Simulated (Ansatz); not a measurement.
Born–Oppenheimer molecular dynamics of CH5BO2 (9 atoms, charge 0, multiplicity 1). It starts at the highest image of a converged band, a first-order saddle point between two minima.

Theory: Ansatz, RKS BHLYP-D4/def2-SVP.

```yaml
ensemble: NVE (velocity Verlet)
time_step: 0.5 fs
steps_asked: 200
starting_velocities_drawn_for: 100 K
seed: 4844
```

Frames 0.5 fs apart, positions in Å, forces in eV/Å.

Velocities at 55.0 fs (Å/ps):

```
C 1.37 0.86 2.84
B 0.65 -3.44 -0.90
O -1.64 0.93 -0.50
O 0.48 1.61 -1.98
H 4.79 2.11 5.91
H -1.86 -5.81 5.59
H 2.69 11.45 -12.99
H -1.44 -11.42 20.88
H -8.94 -10.14 -4.07
```

```xyz
9
Properties=species:S:1:pos:R:3:forces:R:3 time_fs=55.0 energy_less_start_eV=0.005 T=95
C 0.577 0.570 -0.863 -0.64 0.34 -0.11
B -0.100 -0.227 0.326 0.46 -0.16 -0.52
O -1.352 -0.801 0.170 0.63 0.07 0.93
O 0.622 -0.380 1.469 -1.03 -0.62 0.28
H 1.043 -0.070 -1.612 0.05 -0.37 0.01
H -0.173 1.153 -1.418 0.07 -0.10 0.14
H 1.344 1.258 -0.533 0.30 0.18 0.24
H -1.353 -1.515 -0.454 -0.18 -0.05 -0.46
H 0.191 -0.995 2.089 0.34 0.70 -0.51
9
Properties=species:S:1:pos:R:3:forces:R:3 time_fs=55.5 energy_less_start_eV=0.014 T=86
C 0.578 0.570 -0.861 -0.57 0.37 -0.10
B -0.100 -0.229 0.326 0.47 -0.10 -0.52
O -1.353 -0.800 0.169 0.64 0.15 0.99
O 0.622 -0.379 1.468 -1.12 -0.78 0.42
H 1.046 -0.070 -1.609 0.05 -0.38 -0.01
H -0.174 1.150 -1.415 0.03 -0.08 0.10
H 1.345 1.264 -0.539 0.24 0.13 0.25
H -1.354 -1.521 -0.444 -0.19 -0.14 -0.53
H 0.186 -0.999 2.087 0.43 0.82 -0.61
9
Properties=species:S:1:pos:R:3:forces:R:3 time_fs=56.0 energy_less_start_eV=0.018 T=80
C 0.578 0.571 -0.860 -0.46 0.39 -0.08
B -0.099 -0.231 0.325 0.49 -0.03 -0.52
O -1.354 -0.800 0.169 0.65 0.18 0.99
O 0.622 -0.378 1.467 -1.15 -0.86 0.48
H 1.048 -0.070 -1.606 0.03 -0.37 -0.01
H -0.175 1.147 -1.412 -0.01 -0.05 0.05
H 1.348 1.270 -0.545 0.16 0.05 0.26
H -1.355 -1.527 -0.435 -0.18 -0.18 -0.54
H 0.183 -1.001 2.083 0.47 0.86 -0.62
9
Properties=species:S:1:pos:R:3:forces:R:3 time_fs=56.5 energy_less_start_eV=0.019 T=79
C 0.578 0.571 -0.859 -0.32 0.41 -0.07
B -0.099 -0.233 0.325 0.50 0.04 -0.52
O -1.354 -0.799 0.169 0.65 0.14 0.94
O 0.622 -0.378 1.466 -1.12 -0.85 0.44
H 1.051 -0.071 -1.603 0.01 -0.34 -0.01
H -0.176 1.144 -1.408 -0.05 -0.01 -0.01
H 1.350 1.277 -0.550 0.07 -0.04 0.26
H -1.357 -1.533 -0.428 -0.18 -0.15 -0.50
H 0.182 -1.001 2.077 0.45 0.81 -0.54
9
Properties=species:S:1:pos:R:3:forces:R:3 time_fs=57.0 energy_less_start_eV=0.017 T=81
C 0.579 0.572 -0.857 -0.16 0.41 -0.07
B -0.098 -0.234 0.324 0.51 0.10 -0.51
O -1.355 -0.799 0.170 0.65 0.04 0.84
O 0.622 -0.377 1.466 -1.04 -0.75 0.33
H 1.054 -0.073 -1.601 -0.02 -0.31 0.01
H -0.177 1.140 -1.405 -0.10 0.02 -0.06
H 1.353 1.283 -0.554 -0.03 -0.13 0.25
H -1.359 -1.540 -0.422 -0.18 -0.06 -0.41
H 0.181 -1.000 2.070 0.37 0.68 -0.37
9
Properties=species:S:1:pos:R:3:forces:R:3 time_fs=57.5 energy_less_start_eV=0.015 T=83
C 0.579 0.573 -0.856 -0.01 0.40 -0.08
B -0.097 -0.236 0.323 0.52 0.16 -0.51
O -1.355 -0.798 0.170 0.65 -0.10 0.72
O 0.621 -0.377 1.465 -0.89 -0.58 0.14
H 1.056 -0.076 -1.598 -0.06 -0.25 0.04
H -0.178 1.137 -1.402 -0.14 0.05 -0.12
H 1.356 1.289 -0.558 -0.13 -0.22 0.24
H -1.362 -1.547 -0.416 -0.17 0.07 -0.30
H 0.181 -0.996 2.062 0.23 0.46 -0.14
9
Properties=species:S:1:pos:R:3:forces:R:3 time_fs=58.0 energy_less_start_eV=0.016 T=82
C 0.579 0.574 -0.855 0.12 0.38 -0.10
B -0.096 -0.238 0.322 0.52 0.22 -0.50
O -1.355 -0.798 0.171 0.64 -0.26 0.58
O 0.621 -0.377 1.464 -0.71 -0.35 -0.10
H 1.058 -0.079 -1.595 -0.10 -0.20 0.08
H -0.179 1.134 -1.399 -0.17 0.08 -0.16
H 1.359 1.294 -0.561 -0.21 -0.30 0.23
H -1.365 -1.554 -0.412 -0.16 0.23 -0.18
H 0.181 -0.992 2.054 0.06 0.20 0.15
9
Properties=species:S:1:pos:R:3:forces:R:3 time_fs=58.5 energy_less_start_eV=0.021 T=77
C 0.580 0.575 -0.853 0.23 0.35 -0.14
B -0.095 -0.239 0.320 0.51 0.28 -0.49
O -1.356 -0.797 0.171 0.64 -0.41 0.45
O 0.620 -0.377 1.464 -0.50 -0.10 -0.35
H 1.061 -0.083 -1.591 -0.14 -0.13 0.11
H -0.181 1.131 -1.397 -0.18 0.09 -0.20
H 1.361 1.299 -0.564 -0.28 -0.36 0.23
H -1.369 -1.560 -0.408 -0.15 0.37 -0.06
H 0.182 -0.987 2.047 -0.14 -0.09 0.45
9
Properties=species:S:1:pos:R:3:forces:R:3 time_fs=59.0 energy_less_start_eV=0.028 T=69
C 0.580 0.576 -0.852 0.29 0.31 -0.19
B -0.094 -0.241 0.319 0.49 0.33 -0.48
O -1.356 -0.797 0.172 0.63 -0.54 0.35
O 0.619 -0.377 1.463 -0.30 0.14 -0.59
H 1.063 -0.087 -1.588 -0.17 -0.07 0.14
H -0.183 1.128 -1.395 -0.18 0.10 -0.22
H 1.362 1.303 -0.566 -0.32 -0.40 0.22
H -1.373 -1.566 -0.404 -0.13 0.49 0.04
H 0.183 -0.982 2.040 -0.32 -0.37 0.73
9
Properties=species:S:1:pos:R:3:forces:R:3 time_fs=59.5 energy_less_start_eV=0.035 T=62
C 0.581 0.577 -0.851 0.31 0.26 -0.24
B -0.093 -0.242 0.318 0.47 0.37 -0.46
O -1.356 -0.796 0.172 0.63 -0.62 0.27
O 0.618 -0.376 1.462 -0.14 0.32 -0.75
H 1.064 -0.091 -1.584 -0.20 -0.01 0.16
H -0.186 1.125 -1.393 -0.16 0.09 -0.23
H 1.362 1.306 -0.568 -0.34 -0.42 0.23
H -1.377 -1.570 -0.400 -0.12 0.57 0.10
H 0.182 -0.978 2.035 -0.46 -0.57 0.93
9
Properties=species:S:1:pos:R:3:forces:R:3 time_fs=60.0 energy_less_start_eV=0.038 T=59
C 0.581 0.578 -0.850 0.29 0.20 -0.31
B -0.091 -0.244 0.316 0.43 0.41 -0.44
O -1.356 -0.796 0.173 0.63 -0.65 0.24
O 0.617 -0.376 1.461 -0.05 0.39 -0.81
H 1.065 -0.096 -1.580 -0.22 0.04 0.17
H -0.189 1.123 -1.392 -0.12 0.08 -0.23
H 1.362 1.308 -0.569 -0.33 -0.41 0.24
H -1.381 -1.573 -0.396 -0.11 0.60 0.12
H 0.181 -0.976 2.032 -0.52 -0.66 1.02
9
Properties=species:S:1:pos:R:3:forces:R:3 time_fs=60.5 energy_less_start_eV=0.035 T=62
C 0.582 0.579 -0.848 0.21 0.14 -0.38
B -0.090 -0.245 0.315 0.38 0.43 -0.41
O -1.355 -0.796 0.174 0.64 -0.62 0.24
O 0.616 -0.376 1.460 -0.04 0.34 -0.74
H 1.066 -0.100 -1.575 -0.23 0.08 0.17
H -0.193 1.121 -1.392 -0.06 0.05 -0.21
H 1.361 1.309 -0.569 -0.30 -0.37 0.25
H -1.386 -1.575 -0.392 -0.11 0.57 0.09
H 0.178 -0.975 2.032 -0.49 -0.62 0.99
```

Of the whole run (100 fs, mean temperature of the second half 221 K): The conserved energy stayed within 0.088 meV per atom of its start (net change 0.01 meV per atom), so the integration is sound. The system heated up, since it started high on the potential surface and ran downhill. A run of 0.1 ps of so small a system gives no equilibrium averages. The orbitals stay closed-shell, which can raise the energy where a bond breaks towards radicals; this wasn't checked here.

The run took 6.7 min on 1 thread of Arm Neoverse V2, on a shared host, peak memory 0.14 GiB.
